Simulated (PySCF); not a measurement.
# Ionisation energy of Ti by level of theory

Ti [Ar] 3d2 4s2 (3F) → Ti⁺ [Ar] 3d2 4s1 (4F), as a difference of total energies. Calculation: PySCF 2.14, in cc-pVDZ-DK (6s5p3d1f, 43 functions); the spin-free X2C one-electron Hamiltonian (Gaussian nucleus). Correlated levels: valence: [Ar] frozen. The calculations carry no spin-orbit coupling.

```
           method  ionisation energy (eV)
              UHF                   5.564
           M06-2X                   7.183
              LDA                   6.913
    MP2 (valence)                   6.296
SCS-MP2 (valence)                   6.445
```

**Question.** How much does correlation contribute at MP2 (valence)?

**Answer.** 6.296 − (5.564) = 0.732 eV, measured against UHF.

Errors of the correlated levels include the incompleteness of this basis and the frozen core.

MP2 underrates the near-degeneracy of ns² with np² in the lower species.

For comparison: 6.828 eV (measured; NIST levels, between the centres of gravity of the two terms).
